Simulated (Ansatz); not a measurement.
`[CH3][Al-]([Cl])([Cl])[NH2+][SiH3]`. Total charge 0; spin multiplicity 1. Geometry: relaxed with PBE0-D4/def2-TZVP. It is one conformer, not always the lowest.

```xyz
14

C    -1.303    1.374   -0.514
Al    0.607    1.240   -0.163
Cl    1.292    1.827    1.776
Cl    1.929    1.769   -1.757
N     1.081   -0.732   -0.027
Si   -0.217   -1.804    0.593
H    -1.916    0.969    0.297
H    -1.579    2.427   -0.621
H    -1.592    0.874   -1.443
H     1.414   -1.010   -0.948
H     1.895   -0.728    0.586
H    -0.750   -1.168    1.813
H     0.360   -3.136    0.895
H    -1.220   -1.901   -0.487
```

What is the dipole moment at ωB97M-V/def2-TZVPP? (An estimate is asked.)

Computed: 5.88 D, with components (-1.01, -5.80, 0.11) D in this frame, pointing from negative to positive charge.

And with PBE, r2SCAN, B3LYP? (Best estimate.)

The calculation gave: PBE 5.70 D, r2SCAN 5.84 D, B3LYP 5.88 D.

Give the Mulliken charges with ωB97M-V, r2SCAN, PBE in def2-TZVPP. (Best estimate.)

Computed: 
```tsv
atom	ωB97M-V	r2SCAN	PBE
C1	-0.57	-0.42	-0.47
Al2	0.45	0.50	0.41
Cl3	-0.30	-0.34	-0.31
Cl4	-0.29	-0.33	-0.30
N5	-0.18	-0.17	-0.13
Si6	0.18	0.30	0.22
H7	0.11	0.07	0.09
H8	0.12	0.07	0.10
H9	0.12	0.07	0.09
H10	0.15	0.16	0.16
H11	0.16	0.16	0.17
H12	0.03	-0.01	0.00
H13	0.01	-0.04	-0.03
H14	0.02	-0.03	-0.01
```

B3LYP here is the variant with VWN-RPA as its local correlation; programs differ in this.
